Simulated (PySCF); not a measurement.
ZrOCl2, SMILES [O]=[Zr]([Cl])[Cl], multiplicity 1.

The structure is a stationary point at B3LYP-D3(BJ)/def2-SVP. The spin state was assumed, not searched. The def2 effective core potentials stand for the cores of Zr; spin–orbit coupling is left out.

Level of theory: TDDFT-PBE/def2-SVPD (PySCF 2.14.0).

Vertical excitations.  State labels are in the subgroup Cs.

```tsv
state	symmetry	energy (eV)	λ (nm)	f	main pairs
S1	A"	3.33	372	0.000	HOMO→LUMO 100 %
S2	A'	3.42	362	0.002	HOMO−1→LUMO 99 %
S3	A"	3.87	320	0.011	HOMO−2→LUMO 99 %
S4	A'	3.96	313	0.013	HOMO−3→LUMO 97 %
S5	A'	4.17	298	0.003	HOMO→LUMO+1 95 %
S6	A"	4.23	293	0.003	HOMO−1→LUMO+1 98 %
S7	A"	4.25	292	0.002	HOMO−4→LUMO 99 %
S8	A'	4.36	285	0.004	HOMO−5→LUMO 97 %
S9	A'	4.51	275	0.000	HOMO−6→LUMO 97 %
S10	A'	4.71	263	0.009	HOMO−2→LUMO+1 96 %
T1	A'	3.28	378	0	HOMO−1→LUMO 99 %
T2	A"	3.29	377	0	HOMO→LUMO 100 %
T3	A'	3.79	327	0	HOMO−3→LUMO 97 %
T4	A"	3.79	327	0	HOMO−2→LUMO 100 %
```
Triplets are in the Tamm–Dancoff approximation, which puts them higher than full response would, so one can lie above its singlet here.
